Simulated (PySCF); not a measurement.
# Fractional electron number in Ni²⁺ (nickel, charge +2)

The 3d beta orbital of [Ar] 3d8 is emptied in steps (occupation f), with all orbitals relaxed, ending at [Ar] 3d7. Computed with PySCF 2.14 in aug-cc-pVTZ-DK (8s7p5d3f2g, 93 functions), with the spin-free X2C one-electron Hamiltonian (Gaussian nucleus). The exact energy is a straight line in f; departures are measured from the line between the end points of the same method.

Question: Among BHandHLYP, wB97X, BLYP, which shows the largest delocalisation error (convex curve), and which is closest to linear?

Answer: Most convex: BLYP (-2.173 eV at f = 0.5); closest to linear: BHandHLYP (-0.680 eV).

| f | BHandHLYP (eV) | wB97X (eV) | BLYP (eV) |
| --- | --- | --- | --- |
| 1 | 0.000 | 0.000 | 0.000 |
| 0.75 | -0.498 | -0.591 | -1.614 |
| 0.5 | -0.680 | -0.801 | -2.173 |
| 0.25 | -0.522 | -0.610 | -1.645 |
| 0 | 0.000 | 0.000 | 0.000 |

| method | E(f=0) − E(f=1) (eV) | −ε at f=1 (eV) | −ε at f=0.5 (eV) |
| --- | --- | --- | --- |
| BHandHLYP | 35.304 | 32.715 | 35.241 |
| wB97X | 35.625 | 32.531 | 35.575 |
| BLYP | 36.203 | 27.686 | 36.121 |

Reference removal energy between the ground levels: 35.187 ± 0.019 eV (measured; NIST Atomic Spectra Database, ionization energies). The calculation has no spin-orbit coupling. The determinant left behind need not be the lowest term of the ion.
